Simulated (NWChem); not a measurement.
## FIn in NWChem

```xyz
2

In     0.0000     0.0000    -0.3111
F      0.0000     0.0000     1.6938
```
Charge 0, spin multiplicity 1.

Program: NWChem. The geometry was optimised at B3LYP/def2-SVP with def2 effective core potentials on In, a minimum by its harmonic frequencies.

The field's frequency is 0.0773 Ha (589 nm).

Effective core potentials replace the inner electrons of In; spin-orbit coupling is left out. B3LYP has NWChem's definition, with VWN1-RPA local correlation. The structure started from a generated list of species.

**Question.** Give the polarisability tensor in bohr³ at B3LYP/def2-SVPD with def2 effective core potentials on In, VWN1-RPA local correlation, in the frame of the coordinates, and its isotropic mean.

**Answer.** 
```
41.78   0.00   0.00
 0.00  41.78   0.00
 0.00   0.00  46.52
```
Mean (one third of the trace): 43.36 bohr³.
